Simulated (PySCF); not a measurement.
# Excitation energy of Hf by level of theory

Hf [Xe] 4f14 5d2 6s2 (3F) → Hf [Xe] 4f14 5d1 6s2 6p1 (high-spin determinant), as a difference of total energies. Calculation: PySCF 2.14, in aug-cc-pVTZ-PP with ECP60MDF (6s6p5d3f2g, 88 functions); a scalar-relativistic core potential. Correlated levels: valence: 5s2 5p6 frozen. The calculations carry no spin-orbit coupling.

```json
{"method": "UHF", "excitation energy (cm⁻¹)": "13365"}
{"method": "MP2 (valence)", "excitation energy (cm⁻¹)": "15160"}
{"method": "SCS-MP2 (valence)", "excitation energy (cm⁻¹)": "14624"}
{"method": "CCSD (valence)", "excitation energy (cm⁻¹)": "13051"}
{"method": "CCSD(T) (valence)", "excitation energy (cm⁻¹)": "12721"}
```

The coupled-cluster amplitudes are large for the upper state (T1 above 0.03 or a double amplitude above 0.15), so a single reference is strained.

The determinant of the upper state mixes LS terms, which raises its energy above the lowest term, most at the Hartree-Fock and MP2 levels.
